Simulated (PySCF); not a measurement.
**Electron correlation in Ta (tantalum, neutral)**

[Xe] 4f14 5d3 6s2, high-spin 4F determinant. Calculation: PySCF 2.14, in def2-QZVPPD with the def2 core potential (60 electrons) (7s6p4d3f2g, 84 functions); a scalar-relativistic core potential. Frozen: 5s2 5p6; 5 electrons correlated.

```
  level  correlation energy (mhartree)
   CCSD                         -84.70
    (T)                          -4.97
CCSD(T)                         -89.67
```

Diagnostics: T1 = 0.029, D1 = 0.0829, largest double amplitude 0.052.

Spin-orbit coupling, absent here, splits the open shell strongly.

Cost of the coupled-cluster step: of the order of 27 core-seconds, for 5 correlated electrons.
